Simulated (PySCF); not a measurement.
Compound: Cl2Ge2H4.
Geometry (PBE0-D3(BJ)/def2-SVP, Å), atoms numbered from 1 in this order:
```xyz
8
Cl2Ge2H4 angstrom
Cl     2.1416   -1.3277   -0.8739
Ge     1.4434    0.1814    0.5097
Cl     2.1212    2.0993   -0.2277
Ge    -0.9742    0.1642    0.4397
H      2.1702   -0.0592    1.8420
H     -1.5146    1.3009    1.3210
H     -1.4833   -1.1935    0.9489
H     -1.3824    0.3758   -1.0243
```

Jobs on this species (8 atoms, 102 electrons) with PySCF (density fitting). Hardware of each: Arm Neoverse V2, one thread, on a shared host. Times come from a shared host and carry two figures at best. Peak memory is the resident size of the whole Python process, interpreter and libraries included.

| level and settings | work | basis functions | SCF cycles | wall time | peak memory |
| --- | --- | --- | --- | --- | --- |
| delta-SCF UKS SCAN, pcX-2 on the ionised atom, pcseg-1 elsewhere, non-relativistic | ΔSCF core ionisation, 2 holes | 152 | ? | ? | ? |
| delta-SCF UKS B3LYP, pcX-2 on the ionised atom, pcseg-1 elsewhere, spin-free X2C | ΔSCF core ionisation, 2 holes | 152 | ? | ? | ? |
| delta-SCF UKS SCAN, pcX-2 on the ionised atom, pcseg-1 elsewhere, spin-free X2C | ΔSCF core ionisation, 2 holes | 152 | ? | ? | ? |
| delta-SCF UKS PBE0, pcX-2 on the ionised atom, pcseg-1 elsewhere, spin-free X2C | ΔSCF core ionisation, 2 holes | 152 | 22 | 13 s | 0.49 GiB |
| delta-SCF UKS SCAN, def2-TZVP on the ionised atom, pcseg-1 elsewhere, spin-free X2C | ΔSCF core ionisation, 2 holes | 129 | 26 | 6.1 s | 0.31 GiB |
| delta-SCF UKS PBE, pcX-2 on the ionised atom, pcseg-1 elsewhere, spin-free X2C | ΔSCF core ionisation, 2 holes | 152 | 26 | 4.8 s | 0.36 GiB |
| delta-SCF UKS SCAN, pcX-1 on the ionised atom, pcseg-1 elsewhere, spin-free X2C | ΔSCF core ionisation, 2 holes | 132 | 26 | 5.6 s | 0.31 GiB |
| PBE0-D3(BJ)/def2-SVP, grid level 1 | geometry optimisation from a GFN2-xTB start shaken at random | 120 | 45 | 53 s | 0.51 GiB |
| delta-SCF UKS HF, pcX-2 on the ionised atom, pcseg-1 elsewhere, spin-free X2C | ΔSCF core ionisation, 2 holes | 152 | 22 | 10 s | 0.46 GiB |

Task: Fill in the missing figures.

Result: 
- delta-SCF UKS SCAN, pcX-2 on the ionised atom, pcseg-1 elsewhere, non-relativistic; ΔSCF core ionisation, 2 holes: 6.5 s, 0.35 GiB, 27 SCF cycles
- delta-SCF UKS B3LYP, pcX-2 on the ionised atom, pcseg-1 elsewhere, spin-free X2C; ΔSCF core ionisation, 2 holes: 13 s, 0.51 GiB, 23 SCF cycles
- delta-SCF UKS SCAN, pcX-2 on the ionised atom, pcseg-1 elsewhere, spin-free X2C; ΔSCF core ionisation, 2 holes: 6.9 s, 0.41 GiB, 27 SCF cycles

Task: What do all jobs in the table cost together?

Result: About 2.0 min; the longest takes about 45 % of that, and about 11 times as long as the shortest.
